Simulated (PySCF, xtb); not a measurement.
C₃H₇BO₃, SMILES OB(C)OC(C)=O. Other conformers were not sampled.

Harmonic wavenumbers (cm⁻¹) from xtb with GFN2-xTB at its own minimum, in rising order: 25, 77, 103, 130, 155, 283, 359, 408, 427, 573, 622, 656, 731, 878, 883, 894, 972, 1004, 1014, 1149, 1198, 1320, 1363, 1387, 1446, 1446, 1469, 1475, 1791, 3029, 3032, 3035, 3048, 3062, 3068, 3595.

Task: What does PBE-D3(BJ)/def2-SVP run with PySCF give at its own minimum? (An estimate is asked for; the answer gives what the named calculation found.)

Result: 21, 108, 110, 127, 174, 307, 367, 424, 443, 569, 626, 641, 726, 842, 871, 892, 960, 1007, 1028, 1212, 1221, 1302, 1326, 1351, 1381, 1386, 1395, 1422, 1809, 2987, 2990, 3067, 3073, 3095, 3127, 3706. Paired by order, the mean absolute difference is 29 cm⁻¹ and the zero-point energies are 65.9 and 65.9 kcal/mol.
